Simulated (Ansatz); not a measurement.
Consider the isomerisation: `FC1=C(F)[C@@H](F)[C@@H]1F` → `FC(F)=CC=C(F)F`.

Computed with Ansatz on PBE0-D4/def2-TZVP structures; ΔE is electronic, products minus reactants. CCSD(T)/CBS adds triple-zeta CCSD(T) − MP2 to the extrapolated MP2 energy (def2 sets, frozen cores). DFT in def2-TZVPP. B3LYP here is the variant with VWN-RPA as its local correlation; programs differ in this. HSE06 is defined as in plane-wave codes. One conformer a species, not always the lowest.

```json
{"level": "LDA (SPW92)", "ΔE (kcal/mol)": "-16.7", "difference from CCSD(T)/CBS": "-1.5"}
{"level": "PBE-D4", "ΔE (kcal/mol)": "-17.0", "difference from CCSD(T)/CBS": "-1.8"}
{"level": "revPBE-D4", "ΔE (kcal/mol)": "-16.5", "difference from CCSD(T)/CBS": "-1.3"}
{"level": "BLYP-D4", "ΔE (kcal/mol)": "-21.3", "difference from CCSD(T)/CBS": "-6.1"}
{"level": "r2SCAN-D4", "ΔE (kcal/mol)": "-19.6", "difference from CCSD(T)/CBS": "-4.4"}
{"level": "B97M-V", "ΔE (kcal/mol)": "-18.3", "difference from CCSD(T)/CBS": "-3.1"}
{"level": "B3LYP-D4", "ΔE (kcal/mol)": "-19.6", "difference from CCSD(T)/CBS": "-4.4"}
{"level": "r2SCANh-D4", "ΔE (kcal/mol)": "-18.7", "difference from CCSD(T)/CBS": "-3.5"}
{"level": "r2SCAN0-D4", "ΔE (kcal/mol)": "-17.4", "difference from CCSD(T)/CBS": "-2.2"}
{"level": "HSE06-D4", "ΔE (kcal/mol)": "-15.2", "difference from CCSD(T)/CBS": "0.0"}
{"level": "BHLYP-D4", "ΔE (kcal/mol)": "-17.9", "difference from CCSD(T)/CBS": "-2.7"}
{"level": "CAM-B3LYP-D4", "ΔE (kcal/mol)": "-18.0", "difference from CCSD(T)/CBS": "-2.8"}
{"level": "ωB97X-V", "ΔE (kcal/mol)": "-13.8", "difference from CCSD(T)/CBS": "1.4"}
{"level": "ωB97M-V", "ΔE (kcal/mol)": "-15.9", "difference from CCSD(T)/CBS": "-0.7"}
{"level": "PBE-QIDH", "ΔE (kcal/mol)": "-13.9", "difference from CCSD(T)/CBS": "1.3"}
{"level": "PBE", "ΔE (kcal/mol)": "-17.4", "difference from CCSD(T)/CBS": "-2.2"}
{"level": "revPBE", "ΔE (kcal/mol)": "-17.6", "difference from CCSD(T)/CBS": "-2.4"}
{"level": "r2SCAN", "ΔE (kcal/mol)": "-19.7", "difference from CCSD(T)/CBS": "-4.5"}
{"level": "PBE0", "ΔE (kcal/mol)": "-15.4", "difference from CCSD(T)/CBS": "-0.2"}
{"level": "B3LYP", "ΔE (kcal/mol)": "-20.2", "difference from CCSD(T)/CBS": "-5.0"}
{"level": "r2SCANh", "ΔE (kcal/mol)": "-18.8", "difference from CCSD(T)/CBS": "-3.6"}
{"level": "r2SCAN0", "ΔE (kcal/mol)": "-17.5", "difference from CCSD(T)/CBS": "-2.3"}
{"level": "HSE06", "ΔE (kcal/mol)": "-15.5", "difference from CCSD(T)/CBS": "-0.3"}
{"level": "BHLYP", "ΔE (kcal/mol)": "-18.3", "difference from CCSD(T)/CBS": "-3.1"}
{"level": "CAM-B3LYP", "ΔE (kcal/mol)": "-18.3", "difference from CCSD(T)/CBS": "-3.1"}
{"level": "LC-ωPBE", "ΔE (kcal/mol)": "-12.3", "difference from CCSD(T)/CBS": "2.9"}
{"level": "RPA@PBE/def2-TZVPP", "ΔE (kcal/mol)": "-14.4", "difference from CCSD(T)/CBS": "0.8"}
{"level": "HF/def2-SVP", "ΔE (kcal/mol)": "-21.4", "difference from CCSD(T)/CBS": "-6.2"}
{"level": "MP2/def2-SVP", "ΔE (kcal/mol)": "-20.6", "difference from CCSD(T)/CBS": "-5.4"}
{"level": "CCSD/def2-SVP", "ΔE (kcal/mol)": "-20.6", "difference from CCSD(T)/CBS": "-5.4"}
{"level": "CCSD(T)/def2-SVP", "ΔE (kcal/mol)": "-21.1", "difference from CCSD(T)/CBS": "-5.9"}
{"level": "HF/def2-TZVPP", "ΔE (kcal/mol)": "-18.0", "difference from CCSD(T)/CBS": "-2.8"}
{"level": "MP2/def2-TZVPP", "ΔE (kcal/mol)": "-15.4", "difference from CCSD(T)/CBS": "-0.2"}
{"level": "SCS-MP2/def2-TZVPP", "ΔE (kcal/mol)": "-15.5", "difference from CCSD(T)/CBS": "-0.3"}
{"level": "CCSD(T)/def2-TZVPP", "ΔE (kcal/mol)": "-16.1", "difference from CCSD(T)/CBS": "-0.9"}
{"level": "HF/def2-QZVPP", "ΔE (kcal/mol)": "-18.0", "difference from CCSD(T)/CBS": "-2.8"}
{"level": "MP2/def2-QZVPP", "ΔE (kcal/mol)": "-14.9", "difference from CCSD(T)/CBS": "0.3"}
{"level": "SCS-MP2/def2-QZVPP", "ΔE (kcal/mol)": "-15.0", "difference from CCSD(T)/CBS": "0.2"}
{"level": "HF/CBS(def2)", "ΔE (kcal/mol)": "-18.0", "difference from CCSD(T)/CBS": "-2.8"}
{"level": "CCSD/CBS(def2)", "ΔE (kcal/mol)": "-14.8", "difference from CCSD(T)/CBS": "0.4"}
{"level": "CCSD(T)/CBS", "ΔE (kcal/mol)": "-15.2", "difference from CCSD(T)/CBS": "0"}
```

Largest T1 diagnostic among the species: 0.013.

At CCSD(T), def2-SVP lies −5.9 kcal/mol from the extrapolated value and def2-TZVPP −0.9 kcal/mol. From PBE to PBE0 (25 % exact exchange), in def2-TZVPP and without D4, ΔE moves by +2.0 kcal/mol. In def2-TZVPP, CCSD(T) changes the Hartree–Fock value by +1.9 kcal/mol (the triples alone add −0.4 kcal/mol) and MP2 by +2.6 kcal/mol.

CCSD(T)/CBS has its own doubt, a few kJ/mol and more with outer-core shells, so smaller differences from it don't rank the levels.
